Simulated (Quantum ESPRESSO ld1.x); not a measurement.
Task: Neutral platinum, configuration [Xe] 4f14 5d9 6s1. Calculated with ld1.x of Quantum ESPRESSO 7.5: Dirac Kohn-Sham, BLYP, spin-unpolarised, spherical densities, point nucleus; open shells fill j = l - 1/2 first. Some entries of the table are withheld. Estimate them.

orbital,occ.,eigenvalue (Ry),<r^2> (bohr^2),r(max) (bohr)
1s1/2,2,-5756.57,0.0004059,0.01061
2s1/2,2,-1010.47,0.006142,0.06141
2p1/2,2,-968.379,0.004355,0.04531
2p3/2,4,-841.245,0.005546,0.05258
3s1/2,2,-237.302,0.03993,0.1728
3p1/2,2,-218.435,0.03646,0.1614
3p3/2,4,-190.489,0.04292,0.1762
3d3/2,4,-159.117,0.03298,0.1374
3d5/2,6,-153.095,0.03474,0.1415
4s1/2,2,-50.9616,0.1945,0.3903
4p1/2,2,-42.9629,0.1989,0.3888
4p3/2,4,-36.3044,0.2322,0.4194
4d3/2,4,(1),0.2468,0.4130
4d5/2,6,(2),0.2587,0.4224
5s1/2,2,-7.45768,1.020,0.8695
4f5/2,6,-5.26200,0.3204,0.3826
4f7/2,8,-5.00814,0.3298,0.3872
5p1/2,2,-4.90720,1.212,0.9214
5p3/2,4,-3.80636,1.462,1.002
5d3/2,4,-0.50089,3.328,(3)
6s1/2,1,-0.41586,10.02,2.389
5d5/2,5,-0.40363,3.748,(4)

Result: 
(1) 4d3/2 eigenvalue (Ry): -23.2173
(2) 4d5/2 eigenvalue (Ry): -21.9795
(3) 5d3/2 r(max) (bohr): 1.240
(4) 5d5/2 r(max) (bohr): 1.283
